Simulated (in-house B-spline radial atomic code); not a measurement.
**Response and correlation of the gadolinium ion Gd⁶⁰⁺**

Closed shell [He] 2s2. Computed with a B-spline radial code for spherical atoms: Dirac-Hartree-Fock, relativistic RPA (time-dependent Dirac-Hartree-Fock) for the response and second-order many-body perturbation theory for correlation, no-pair Dirac-Coulomb Hamiltonian, finite nucleus.

| multipole (bohr³, bohr⁵, bohr⁷) | uncoupled | coupled RPA |
| --- | --- | --- |
| dipole | 0.00030904 | 0.00044939 |
| quadrupole | 3.5921e-07 | ? |
| octupole | 4.3055e-09 | 4.3591e-09 |

**Question.** What is the coupled quadrupole polarisability?

**Answer.** 3.6573e-07 atomic units, +2 % against the uncoupled value.

**Question.** Which subshells carry the dipole polarisability?

**Answer.** 2s1/2 100.0 %, 1s1/2 0.0 %.

**Question.** What does the dipole shielding factor come to?

**Answer.** The dipole shielding factor is 0.062, against the exact N/Z = 4/64 = 0.062 of the non-relativistic theorem.

Dipole polarisability at imaginary frequency:

| u (Eh) | α(iu) (bohr³) |
| --- | --- |
| 0 | 0.0004494 |
| 23.8 | 0.0001383 |
| 71.5 | 4.529e-05 |
| 143 | 1.955e-05 |
| 238 | 1.13e-05 |
| 476 | 5.087e-06 |
| 953 | 1.956e-06 |
| 2380 | 4.755e-07 |

**Question.** What dispersion coefficients follow for two such ions (the dispersion part alone)?

**Answer.** C6 = (3/π)∫α(iu)²du = 1.924e-06 hartree·bohr⁶ and C8 = 2.355e-08 hartree·bohr⁸.

Lowest J = 1 odd-parity excitations:

```json
{"energy (eV)": "147.92", "oscillator strength": "0.00814", "leading channel": "2s1/2 → p1/2", "weight": "0.996"}
{"energy (eV)": "982.88", "oscillator strength": "0.213", "leading channel": "2s1/2 → p3/2", "weight": "0.996"}
{"energy (eV)": "7964.5", "oscillator strength": "0.255", "leading channel": "2s1/2 → p1/2", "weight": "1.0"}
{"energy (eV)": "8198.3", "oscillator strength": "0.416", "leading channel": "2s1/2 → p3/2", "weight": "1.0"}
{"energy (eV)": "10635", "oscillator strength": "0.0606", "leading channel": "2s1/2 → p1/2", "weight": "1.0"}
{"energy (eV)": "10732", "oscillator strength": "0.111", "leading channel": "2s1/2 → p3/2", "weight": "1.0"}
{"energy (eV)": "11853", "oscillator strength": "0.0246", "leading channel": "2s1/2 → p1/2", "weight": "1.0"}
{"energy (eV)": "11903", "oscillator strength": "0.0471", "leading channel": "2s1/2 → p3/2", "weight": "1.0"}
```

Second-order correlation energy by the highest angular momentum of the excited pair (hartree): s -0.02051, p -0.2532, d -0.01124, f -0.002895, g -0.001065, h -0.0004733, i -0.0002415, k -0.0001359.

**Question.** What is the second-order correlation energy at the partial-wave limit?

**Answer.** The listed waves sum to -0.28976 hartree; extrapolating the increments as (l + 1/2)⁻⁴ gives -0.29003 hartree, -1.97 eV per electron.
